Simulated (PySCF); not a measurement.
BH, SMILES [BH] (connectivity only; charge and spin as stated), neutral, multiplicity 1.

Geometry: PBE0-D3(BJ)/def2-TZVPD.

Two levels are set side by side: TDA-PBE/def2-TZVPD (PySCF) and ADC(3)/aug-cc-pVDZ (PySCF). Vertical, same geometry; the bases differ. Differences are taken from unrounded values.

```csv
quantity,ADC(3),TDA-PBE,TDA-PBE minus ADC(3)
lowest singlet excitation (eV),2.67,2.86,0.20
```

Rough cost on one machine, each run with all the roots and properties that it gave: ADC(3) against TDA-PBE about 5 times.
